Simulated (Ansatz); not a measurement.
`C[SiH2]N[SiH2]O` → `C[Si](N)(O)[SiH3]`  (isomerisation)

Calculated with Ansatz (gas phase, PBE0-D4/def2-TZVP geometries, no zero-point term in ΔE). CCSD(T)/CBS adds triple-zeta CCSD(T) − MP2 to the extrapolated MP2 energy (def2 sets, frozen cores). DFT in def2-TZVPP. B3LYP here is the variant with VWN-RPA as its local correlation; programs differ in this. One conformer a species, not always the lowest.

| level | ΔE (kJ/mol) |
| --- | --- |
| PBE-D4 | 38.6 |
| B3LYP-D4 | 56.3 |
| ωB97X-V | 57.0 |
| r2SCAN | 52.9 |
| MP2/def2-TZVPP | 69.2 |
| CCSD/def2-TZVPP | 63.8 |
| SCS-MP2/def2-QZVPP | 72.3 |
| CCSD/CBS(def2) | 63.4 |

Q: What does CCSD(T)/CBS give? (Estimate.)

A: The calculation gave: +61.1 kJ/mol. The listed levels differ from it by -22.5, -4.8, -4.1, -8.2, 8.1, 2.7, 11.2, 2.3 kJ/mol.

Largest T1 diagnostic among the species: 0.012.

From PBE to PBE0 (25 % exact exchange), in def2-TZVPP and without D4, ΔE moves by +7.1 kJ/mol. In def2-TZVPP, CCSD(T) changes the Hartree–Fock value by −17.3 kJ/mol (the triples alone add −2.3 kJ/mol) and MP2 by −9.6 kJ/mol.

CCSD(T)/CBS has its own doubt, a few kJ/mol and more with outer-core shells, so smaller differences from it don't rank the levels.
